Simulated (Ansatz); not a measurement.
Ansatz (a quantum-chemistry and plane-wave program) input (CAM-B3LYP/def2-TZVPD):

Ansatz 0.2 input:
```yaml
crystal:
  periodic: [false, false, false]
  atoms:
    - {symbol: F, position_ang: [2.08191450, 0.10832447, 0.08736021]}
    - {symbol: C, position_ang: [0.74397233, -0.14225079, 0.12532136]}
    - {symbol: N, position_ang: [0.25676033, -1.19754960, 0.64047155]}
    - {symbol: C, position_ang: [-1.16938794, -1.24966262, 0.56914041]}
    - {symbol: C, position_ang: [-1.64417593, -0.13311976, -0.04425398]}
    - {symbol: S, position_ang: [-0.34102248, 1.02492355, -0.55651814]}
    - {symbol: H, position_ang: [-2.66064380, 0.15934918, -0.26649915]}
basis:
  gaussian:
    orbitals: def2-TZVPD
hamiltonian:
  xc: {name: CAM-B3LYP}
total_charge: -1
output: {forces: true}
```

Output:

```
Functional definition: CAM-B3LYP
integrals: 0.23 GiB planned
1245 factors; their error is unknown
integrals: 0.27 GiB planned
384 factors; integrals over basis functions are off by at most 3.9e-5 eV
0.41 GiB of the device are held for the grids
1.70 GiB of device memory are held for the factors and their scratch space
mean field: 1.33 GiB planned
mean field evaluation 1: about -18161.0198 eV, gradient 5.6e1 eV
mean field evaluation 2: about -18128.9228 eV, gradient 1.3e2 eV
mean field evaluation 4: about -18168.3452 eV, gradient 1.1e1 eV
mean field evaluation 8: about -18168.6184 eV, gradient 2.6e-1 eV
mean field evaluation 16: about -18168.6450 eV, gradient 1.1e-3 eV
mean field -18168.64503138 eV, -667.6853897533 hartree, gradient 4.9e-5 eV, S^2 0.000000; 0 other end points of the search recorded, 0 dependent functions left out
the calculation of the forces begins
reference -18168.64516537 eV, -667.6853946773 hartree; 26, 26 occupied and 217, 217 virtual orbitals, 1245 factors
Total energy: -18168.64516537 eV, -667.6853946773 hartree
Atom 0 at     2.081914     0.108324     0.087360 Å, force    -0.356629    -0.072274     0.012970 eV/Å
Atom 1 at     0.743972    -0.142251     0.125321 Å, force    -0.122374    -0.188458     0.089556 eV/Å
Atom 2 at     0.256760    -1.197550     0.640472 Å, force     0.206195     0.509930    -0.250943 eV/Å
Atom 3 at    -1.169388    -1.249663     0.569140 Å, force    -0.051974     0.305492    -0.162449 eV/Å
Atom 4 at    -1.644176    -0.133120    -0.044254 Å, force     0.318443     0.016028     0.013644 eV/Å
Atom 5 at    -0.341022     1.024924    -0.556518 Å, force    -0.033956    -0.538500     0.277687 eV/Å
Atom 6 at    -2.660644     0.159349    -0.266499 Å, force     0.040295    -0.032218     0.019535 eV/Å
Dipole moment:     0.442255     0.963596    -0.470566 e Å
```

It need not be the lowest isomer of its formula. Whether it binds its extra electron was not tested at this geometry.
